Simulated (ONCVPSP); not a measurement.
**Ranking ONCV potentials for Ce**

All share these settings but for the change named:

| Quantity | Value |
| --- | --- |
| Element | Ce (Z = 58) |
| Generator | ONCVPSP 4.0.1 |
| Type | optimised norm-conserving Vanderbilt (ONCV) |
| Functional | LDA (Perdew-Wang 92) |
| Relativity | fully relativistic |
| Frozen core | [Kr] 4d10 4f1 |
| Valence charge | 11 |
| Reference configuration | 5s2 5p6 5d1 (charge +2) |
| Partial waves | 5s: rc 2.25 bohr, ncon 3, nbas 7, qcut 5 1/bohr, 2 projectors, debl 3.5 Ha; 5p: rc 2.00 bohr, ncon 4, nbas 9, qcut 3.5 1/bohr, 2 projectors, debl 0.5 Ha; 5d: rc 2.00 bohr, ncon 4, nbas 7, qcut 5.4 1/bohr, local |
| Local potential | the d channel |
| Core correction | Teter function, fcfact 1.5, rcfact 1.35 |

Open shells are filled in proportion to 2j + 1.

In the s channel the program set the typed energies aside and used -1.968, 0.050 Ha. In the p channel the program set the typed energies aside and used -1.294, 0.250 Ha (j = l + 1/2; the other j can differ).

Test errors are all-electron minus pseudo excitation energies from the reference, over 5s2 5p6 5d1 6s2; 5s2 5p6 5d1 6s1; 5s2 5p6 5d0; 5s2 5p6 5d2. None of these files shows a bound ghost.

The base gives 8.8 meV.

Of 5 variants that were run, those that failed, showed a ghost or another fault, or gave nearly equal values are left out.

**Question.** Rank these variants by their largest absolute test error, smallest first.
A. all radii but the core radius scaled by about 0.90 (s 2.02, p 1.80, d 1.80 bohr)
B. all radii but the core radius scaled by about 1.29 (s 2.90, p 2.58, d 2.58 bohr)
C. all radii but the core radius scaled by about 1.10 (s 2.48, p 2.20, d 2.20 bohr)
D. all radii but the core radius scaled by about 1.22 (s 2.74, p 2.44, d 2.44 bohr)

**Answer.** C (13.2 meV), A (20.9 meV), D (27.5 meV), B (60.1 meV).
